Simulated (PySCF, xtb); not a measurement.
Si(F)(Br)(Me)(OH) (CH₄BrFOSi), SMILES Br[Si](F)(O)C.

GFN2-xTB (xtb) at its own geometry gives an orbital gap of 7.08 eV and a dipole moment of 4.60 D.

The structure is a stationary point at PBE0-D3(BJ)/def2-SVP. The structure was generated by enumeration, and PubChem lists no compound with its InChIKey, so it may never have been made. Other conformers were not sampled.

### Question
What does HF/def2-TZVP (PySCF) give? (The exact figures need the calculation; the answer reports its results.)

### Answer
gap 15.10 eV (levels -11.71 and 3.39 eV), dipole 1.18 D.
